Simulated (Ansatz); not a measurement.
Mulliken charges of `[NH]=[W](=[NH])([OH])[Cl]` from ωB97M-V/def2-TZVPP in Ansatz (PBE0-D4/def2-TZVP geometry).

```tsv
atom	x (Å)	y (Å)	z (Å)	charge (e)
N1	-0.755	1.274	0.372	-0.384
W2	0.235	0.000	-0.291	0.943
N3	1.198	-0.763	0.944	-0.391
O4	-0.902	-1.325	-1.022	-0.402
Cl5	1.648	0.935	-1.833	-0.258
H6	-1.084	1.876	1.111	0.147
H7	1.578	-0.923	1.863	0.144
H8	-1.825	-1.132	-1.201	0.200
```

By hand: the dipole of these point charges (1 e Å = 4.8032 D).

Σ q r = (-0.317, 0.017, 0.289) e Å, of length 0.429 e Å = 2.06 D.

How does the dipole of the full density compare? (Best estimate.)

Computed: (-0.409, 0.055, 0.379) e Å, 2.69 D; the point charges give 0.77 times that, at 3° from its direction.

Point charges leave out the atoms' own dipoles, such as those of lone pairs, and Mulliken's split depends on the basis, so the two needn't agree.
